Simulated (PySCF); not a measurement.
Solvent effects on NMR parameters

Atom-mapped SMILES (the numbers label the heavy atoms): `[BH3-:1][P+:2]1([CH2:3][O:4][CH3:5])[CH2:6][CH2:7][O:8][CH2:9][CH2:10]1`. Hydrogens are named by the atom that carries them.

GIAO PBE0/pcSseg-1 in PySCF on one PBE0-D3(BJ)/def2-SVP conformer, non-relativistic, equivalent nuclei averaged. Solvents enter as an IEF-PCM continuum (dichloromethane with ε = 8.9, water with ε = 78.4) around the gas-phase geometry. Shifts are referred to BF3·OEt2, TMS computed in the same medium.

Gas phase, δ in ppm: B1 -51.1, C3 75.8, C7/C9 64.6, C5 60.0, C6/C10 25.4, Ha(C7)/Ha(C9) 3.95, Hb(C7)/Hb(C9) 3.65, H(C3) 3.58, H(C5) 3.25, Hb(C6)/Hb(C10) 1.45, Ha(C6)/Ha(C10) 1.15, H(B1) 0.88. Dipole moment 4.41 D.

Question: How does each δ change in the continuum?

Answer: 
```json
{"atoms": "B1", "environment": "boron bonded to P, 3 H", "Δδ, dichloromethane": "+0.2", "Δδ, water": "+0.3"}
{"atoms": "C3", "environment": "sp3 CH2 bonded to O and P", "Δδ, dichloromethane": "0.0", "Δδ, water": "0.0"}
{"atoms": "C7/C9", "environment": "sp3 CH2 bonded to O", "Δδ, dichloromethane": "+1.1", "Δδ, water": "+1.4"}
{"atoms": "C5", "environment": "methyl carbon bonded to O", "Δδ, dichloromethane": "+0.9", "Δδ, water": "+1.0"}
{"atoms": "C6/C10", "environment": "sp3 CH2 bonded to P", "Δδ, dichloromethane": "0.0", "Δδ, water": "0.0"}
{"atoms": "Ha(C7)/Ha(C9)", "environment": "hydrogen on an sp3 CH2 bonded to O", "Δδ, dichloromethane": "+0.13", "Δδ, water": "+0.15"}
{"atoms": "Hb(C7)/Hb(C9)", "environment": "hydrogen on an sp3 CH2 bonded to O", "Δδ, dichloromethane": "-0.04", "Δδ, water": "-0.06"}
{"atoms": "H(C3)", "environment": "hydrogen on an sp3 CH2 bonded to O and P", "Δδ, dichloromethane": "+0.30", "Δδ, water": "+0.37"}
{"atoms": "H(C5)", "environment": "hydrogen on a methyl carbon bonded to O", "Δδ, dichloromethane": "+0.10", "Δδ, water": "+0.12"}
{"atoms": "Hb(C6)/Hb(C10)", "environment": "hydrogen on an sp3 CH2 bonded to P", "Δδ, dichloromethane": "+0.33", "Δδ, water": "+0.43"}
{"atoms": "Ha(C6)/Ha(C10)", "environment": "hydrogen on an sp3 CH2 bonded to P", "Δδ, dichloromethane": "+0.22", "Δδ, water": "+0.26"}
{"atoms": "H(B1)", "environment": "hydrogen on a boron bonded to P", "Δδ, dichloromethane": "-0.38", "Δδ, water": "-0.45"}
```

Changes are relative to the gas phase. The dipole moment becomes 5.88 D in dichloromethane, 6.21 D in water.

Question: Which of the listed nuclei move most (in ppm), and what does the model miss? (N and O are left out, as their reference compounds move with the solvent too.)

Answer: C7/C9 (sp3 CH2 bonded to O, +1.4 ppm) in water. A continuum only polarises the solute; specific hydrogen bonds, the anisotropy of aromatic solvents and changes of geometry or conformer are outside it.
